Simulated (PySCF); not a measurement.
Spectra and structures to be paired. Method: PySCF, TDDFT PBE0/def2-SVPD, vertical, gas phase, core orbitals frozen in the response. Geometries: GFN2-xTB; one conformer of each isolated species. Triplets are in the Tamm–Dancoff approximation.

A. `C#CP1C=CCC=C1`
B. `C[SiH2][SiH2]C(F)(F)F`
C. `C=Cc1ccpcc1`
D. `O=C(O)CS[SiH3]`
E. `FC(F)(F)C([SiH3])[SiH3]`

Lowest singlet levels (six at most, fewer where fewer were computed) with oscillator strengths:

1. 173 nm (f 0.047); 170 nm (f 0.021); 160 nm (f 0.020); 158 nm (f 0.009); 155 nm (f 0.101); 152 nm (f 0.032); T1 6.11 eV
2. 240 nm (f 0.003); 233 nm (f 0.029); 223 nm (f 0.102); 211 nm (f 0.023); 199 nm (f 0.000); 199 nm (f 0.001); T1 4.07 eV
3. 284 nm (f 0.383); 272 nm (f 0.066); 264 nm (f 0.013); 227 nm (f 0.000); 224 nm (f 0.144); 211 nm (f 0.000); T1 2.60 eV
4. 152 nm (f 0.078); 146 nm (f 0.038); 145 nm (f 0.000); 141 nm (f 0.050); 141 nm (f 0.049); 141 nm (f 0.025); T1 7.67 eV
5. 257 nm (f 0.003); 216 nm (f 0.010); 211 nm (f 0.001); 204 nm (f 0.005); 191 nm (f 0.003); 187 nm (f 0.009); T1 4.51 eV

Question: Which spectrum belongs to which structure?

Answer: 1 = B, 2 = A, 3 = C, 4 = E, 5 = D.
- A: S1 at 5.16 eV, HOMO→LUMO (66%), HOMO→LUMO+2 (27%); Löwdin shares by element: HOMO phosphorus 37%, carbon 29% or more (atoms not listed hold the other 34%); LUMO carbon 66% or more (atoms not listed hold the other 34%); HOMO -6.57 and LUMO -0.16 eV; point group Cs, 1 of its 6 listed states under f = 0.0005.
- B: S1 at 7.17 eV, HOMO→LUMO (87%); Löwdin shares by element: HOMO silicon 57%, carbon 16% (atoms not listed hold the other 28%); LUMO silicon 57%, hydrogen 16% or more (atoms not listed hold the other 27%); HOMO -8.82 and LUMO -0.51 eV.
- C: S1 at 4.36 eV, HOMO→LUMO (85%), HOMO→LUMO+1 (9%); Löwdin shares by element: HOMO carbon 42% or more, phosphorus 22% (atoms not listed hold the other 36%); LUMO carbon 38% or more, phosphorus 27% (atoms not listed hold the other 35%); HOMO -6.61 and LUMO -1.92 eV; point group Cs, 2 of its 6 listed states under f = 0.0005.
- D: S1 at 4.82 eV, HOMO→LUMO (98%); Löwdin shares by element: HOMO sulfur 70%, carbon 10% or more, silicon 9%; LUMO oxygen 34%, carbon 32% or more, sulfur 13% (atoms not listed hold the other 21%); HOMO -6.93 and LUMO -0.74 eV.
- E: S1 at 8.16 eV, HOMO→LUMO (95%); Löwdin shares by element: HOMO silicon 35%, carbon 32% or more, hydrogen 11% or more (atoms not listed hold the other 23%); LUMO silicon 43%, carbon 9% or more, hydrogen 7% or more (atoms not listed hold the other 41%); HOMO -9.34 and LUMO 0.03 eV; point group Cs, 1 of its 6 listed states under f = 0.0005.
